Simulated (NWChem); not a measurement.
Species: C2H6BeOS; SMILES C[O][Be][S]C

```xyz
11

Be     0.2916    -0.3657    -0.0002
O      0.0477    -1.7370    -0.0011
C     -0.1557    -3.0949     0.0008
H      0.2454    -3.5588     0.9195
H     -1.2321    -3.3359    -0.0537
H      0.3390    -3.5749    -0.8623
S      0.6528     1.5065     0.0001
C     -1.0436     2.1982     0.0000
H     -1.6076     1.9000    -0.8943
H     -0.9392     3.2916    -0.0080
H     -1.6020     1.9125     0.9020
```
Atoms are numbered in this order, from 1.

All runs: NWChem. Structure relaxed at the PBE0/def2-SVP level. Level M06-L/def2-SVP: energy and gradient on several grids; changes count from the extra-fine grid, which is no exact limit either.

| grid | size of the energy change (μHa) | largest change of a gradient component (μHa/bohr) | time, medium = 1 (rough) |
|---|---|---|---|
| xcoarse | 30000 | 4000 | about 1 |
| coarse | 2000 | 1000 | about 1 |
| medium | 100 | 400 | about 1 |
| fine | < 10 | 200 | about 1 |
| xfine | < 10 | < 30 | 3 |
